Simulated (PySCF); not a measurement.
CF2, SMILES F[C]F (connectivity only; charge and spin as stated), charge +1, multiplicity 2.

The structure is a stationary point at PBE0-D3(BJ)/def2-TZVP. The isomer is the one that the SMILES or the coordinates give; other isomers of the formula were not compared.

All values below come from PBE0-D3(BJ)/def2-TZVP run with PySCF.

Harmonic, unscaled wavenumbers; measured fundamentals usually lie a few per cent lower.

Computed harmonic wavenumbers and intensities:
| mode | ν (cm⁻¹) | IR (km/mol) | moving atoms (share of kinetic energy) |
|---|---|---|---|
| 1 | 651 | 26.3 | F 73 %, C 27 % |
| 2 | 1395 | 66.2 | F 51 %, C 49 % |
| 3 | 1726 | 432.0 | C 71 %, F 29 % |
